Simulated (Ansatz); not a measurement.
Gas-phase reaction in SMILES: C=C([SiH2]Cl)[SiH2]Cl + 6 [H][H] (H2) → 2 C (CH4) + 2 Cl (HCl) + 2 [SiH4] (SiH4)
Each molecule is optimised on its own at B3LYP-D3(BJ)/def2-TZVP (Ansatz, an electronic-structure program), one conformer each, not searched for the lowest.

Property: energy of full hydrogenation (electronic energy difference), in kJ/mol. Correlated levels leave the core frozen unless marked. Spin-orbit coupling is left out. Non-relativistic unless marked X2C. CBS marks a two-point X^-3 extrapolation of the correlation energy; Hartree-Fock from the larger set.

```csv
level,program,energy of full hydrogenation (kJ/mol)
BHLYP-D3(BJ)/def2-TZVPD,Ansatz + dftd3,-143.1
r2SCAN0/def2-TZVPD,Ansatz,-141.1
SCS-MP2/6-31G,Ansatz,-142.7
SCS-MP2/cc-pV(D+d)Z,Ansatz,-175.8
SCS-MP2/aug-cc-pV(T+d)Z,Ansatz,-119.7
CCSD/cc-pV(Q+d)Z,Ansatz,…
X2C-CCSD(T)/cc-pVTZ-DK,Ansatz,-138.1
"CCSD(T)/CBS(cc-pV(T+d)Z,cc-pV(Q+d)Z)",Ansatz,…
```

Task: Some entries are withheld; supply them.

Result: 
- CCSD/cc-pV(Q+d)Z, energy of full hydrogenation (kJ/mol): -145.4
- CCSD(T)/CBS(cc-pV(T+d)Z,cc-pV(Q+d)Z), energy of full hydrogenation (kJ/mol): -112.0
